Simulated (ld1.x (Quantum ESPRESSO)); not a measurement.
## thallium, TM: configuration errors across variants

```
Element                 : thallium
Generator               : ld1.x (Quantum ESPRESSO) 7.5
Type                    : norm-conserving Troullier–Martins (Kleinman–Bylander form)
Functional              : LDA (PZ)
Relativity              : fully relativistic
Frozen core             : [Xe] 4f14
Valence charge          : 13
Reference configuration : 5d10 6s1.5 6p1.5
Partial waves           : 6p (bound): rc 2.65 bohr; 5d (bound): rc 2.10 bohr; 6s (bound): rc 1.55 bohr
Local potential         : the s channel
Core correction         : Bessel-smoothed model core inside 0.95 bohr
```

Open shells are filled in proportion to 2j + 1 (rel_dist='average').

All-electron excitation energies from the reference (eV): (1) 5d10 6s2 6p1 -3.625; (2) 5d10 6s2 6p0 1.892; (3) 5d10 6s1 6p0 23.093; (4) 5d10 6s0 6p0 53.691; (5) 5d10 6s2 6p0.5 -1.608; (6) 5d10 6s1 6p1 10.137; (7) 5d10 6s0 6p3 11.501.

A true bound ghost makes a file unfit for plane-wave use even where its test errors are small: the radial tests pick states by their node count and pass the ghost by.

Errors AE − PS in meV (a dash: test not solved or not reliable):

| change | (1) | (2) | (3) | (4) | (5) | (6) | (7) | bound ghosts |
| --- | --- | --- | --- | --- | --- | --- | --- | --- |
| base | -0.4 | -6.6 | -3.6 | -26 | -2.5 | +1.2 | -15 | none |
| wave 6p (bound): rc 2.65 bohr becomes 6p (bound): rc 1.78 bohr | +0.1 | -0.4 | +2.4 | -28 | -0.3 | +1.2 | -3.3 | p1/2, p3/2 |
| wave 6p (bound): rc 2.65 bohr becomes 6p (bound): rc 2.48 bohr | -0.4 | -6.7 | -3.5 | -25 | -2.5 | +1.3 | -15 | none |
| wave 6p (bound): rc 2.65 bohr becomes 6p (bound): rc 2.84 bohr | -0.3 | -6.1 | -4.6 | -29 | -2.1 | +1.3 | -13 | none |
| wave 6p (bound): rc 2.65 bohr becomes 6p (bound): rc 3.28 bohr | +0.5 | -5.0 | -11 | -45 | -1.1 | +1.4 | -3.2 | p1/2 |
| wave 6p (bound): rc 2.65 bohr becomes 6p (bound): rc 3.66 bohr | +1.8 | -5.0 | -25 | -78 | +0.3 | +1.6 | +12 | p1/2 |
| wave 6p (bound): rc 2.65 bohr becomes 6p (bound): rc 3.96 bohr | +2.7 | -6.1 | -37 | -104 | +1.0 | +1.9 | +21 | p1/2 |

Question: Give the same row for: wave 6p (bound): rc 2.65 bohr becomes 6p (bound): rc 2.10 bohr.

Answer: -0.2, -4.4, -1.9, -26, -1.6, +1.4, -9.9; bound ghosts: none.
